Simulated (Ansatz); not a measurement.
Pulling on the P1–O2 bond in PO (multiplicity 2 held). Energies count from the point at 1.480 Å.


Unrestricted levels (U-) break spin symmetry where that is lower. Full CI gives the lowest state of the spin. Left out are points that failed, MP2 points that dive below the minimum, coupled-cluster points behind a jump of the amplitudes or a sharp parting from full CI or MRCI, small-basis points behind a change of solution, and semi-empirical points at long bonds. Levels need not reach the same state.

Frozen-core correlation.

Programs: Ansatz (a quantum-chemistry and plane-wave program). 

Energies in kcal/mol.

| R (Å) | U-MP2/6-31G | U-CCSD/6-31G | U-CCSD(T)/6-31G | FCI/6-31G |
|---|---|---|---|---|
| 1.184 | 169.6 | 185.9 | 186.7 | 187.9 |
| 1.332 | 32.8 | 51.2 | 51.1 | 52.1 |
| 1.480 | 0.0 | 0.0 | 0.0 | 0.0 |
| 1.628 | 0.8 | -11.3 | -11.5 | -12.1 |
| 1.776 | … | -3.7 | -4.8 | -5.8 |
| 1.998 | … | 19.0 | 18.1 | 15.6 |
| 2.220 | 43.2 | 38.0 | 38.4 | left out |
| 2.590 | 50.2 | 54.9 | 56.5 | 56.1 |
| 2.960 | 51.4 | 60.0 | 62.4 | left out |
| 3.404 | … | 61.2 | 63.9 | 65.2 |
| 3.996 | 52.0 | 61.6 | 64.3 | 66.0 |
| 4.735 | 52.1 | 61.7 | 64.4 | 66.2 |
| 5.919 | 52.1 | 61.8 | 64.5 | 66.3 |

Q: Complete the blanks.

A: 
- 3.404, U-MP2/6-31G: 51.8
- 1.776, U-MP2/6-31G: 6.1
- 1.998, U-MP2/6-31G: 26.9

Doubts at one or more of the structures used: a spin-contaminated determinant (U-MP2/6-31G, U-CCSD/6-31G, U-CCSD(T)/6-31G); T1 above 0.05 (U-CCSD/6-31G, U-CCSD(T)/6-31G); the program's own flag: large difference (U-CCSD/6-31G, U-CCSD(T)/6-31G).
